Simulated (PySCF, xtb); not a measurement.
Ru(O)2(OH)4 (H4O6Ru), SMILES [O]=[Ru](=[O])([OH])([OH])([OH])[OH], multiplicity 1.

GFN2-xTB (xtb) at its own geometry gives an orbital gap of 1.93 eV and a dipole moment of 1.98 D.

Coordinates come from a PBE0-D3(BJ)/def2-SVP optimisation. The spin state was assumed, not searched. The def2 effective core potentials stand for the cores of Ru; spin–orbit coupling is left out. The values are those of a single conformer.

Problem. What does B3LYP/def2-TZVP in PySCF give? (Estimate from the structure and the level; the computed values follow.)

Solution. gap 3.26 eV (levels -8.85 and -5.58 eV), dipole 0.38 D.
